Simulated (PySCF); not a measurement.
Species: trimethylphosphine selenide, C₃H₉PSe.
SMILES: `CP(C)(C)=[Se]`

Level: CAM-B3LYP/def2-SVPD in PySCF, non-relativistic, on one gas-phase PBE0-D3(BJ)/def2-SVP geometry that isn't relaxed in the solvent. The solvent is an IEF-PCM continuum (cavity from Bondi-type radii × 1.2), and excitations are vertical TDDFT with non-equilibrium linear response and a frozen core. The model holds no explicit solvent molecules, cavitation or dispersion. Spin–orbit coupling is left out although an atom past zinc is present.

Gas-phase singlets (H = HOMO, L = LUMO):

```
state  E (eV)  λ (nm)      f  leading configuration
   S1   5.133     242  0.013              H→L+1 84%
   S2   5.136     241  0.013            H-1→L+1 84%
   S3   5.548     223  0.065                H→L 85%
   S4   5.549     223  0.065              H-1→L 85%
   S5   6.077     204  0.000              H→L+4 22%
```

Problem. How does the list change in chloroform (ε = 4.711)?

Solution. 
| state | E (eV) | λ (nm) | f | leading configuration | change by rank (eV) |
| --- | --- | --- | --- | --- | --- |
| S1 | 5.246 | 236 | 0.028 | H→L 51% | +0.113 |
| S2 | 5.249 | 236 | 0.028 | H-1→L 51% | +0.113 |
| S3 | 5.885 | 211 | 0.128 | H→L 41% | +0.337 |
| S4 | 5.886 | 211 | 0.128 | H-1→L 41% | +0.337 |
| S5 | 6.392 | 194 | 0.000 | H→L+4 29% | +0.315 |

Problem. How does the list change in tetrahydrofuran (ε = 7.426)?

Solution. 
```
state  E (eV)  λ (nm)      f  leading configuration  change by rank (eV)
   S1   5.265     236  0.030                H→L 64%               +0.132
   S2   5.267     235  0.030              H-1→L 64%               +0.131
   S3   5.926     209  0.128              H→L+1 46%               +0.378
   S4   5.928     209  0.129            H-1→L+1 46%               +0.379
   S5   6.431     193  0.000              H→L+2 26%               +0.354
```

Problem. How do the frontier levels move from gas to tetrahydrofuran?

Solution. 
```csv
orbital,gas (eV),solvent (eV),change (eV)
LUMO+2,1.88,2.00,+0.12
LUMO+1,1.43,1.29,-0.14
LUMO,0.83,1.01,+0.18
HOMO,-7.12,-7.50,-0.38
HOMO-1,-7.12,-7.50,-0.38
HOMO-2,-10.49,-10.63,-0.14
HOMO-3,-11.76,-11.45,+0.31
```

The HOMO–LUMO gap goes from 7.95 to 8.50 eV. Rows go by rank; for LUMO, LUMO+1 and LUMO+2 the atom shares or the degeneracy differ between the runs, so the row needn't follow one orbital.

Time: 19 s wall; peak memory 1.1 GiB. Hardware: AMD EPYC 9R45, one thread, no GPU, on a shared host. This is the whole response run at CAM-B3LYP/def2-SVPD in tetrahydrofuran, SCF included.
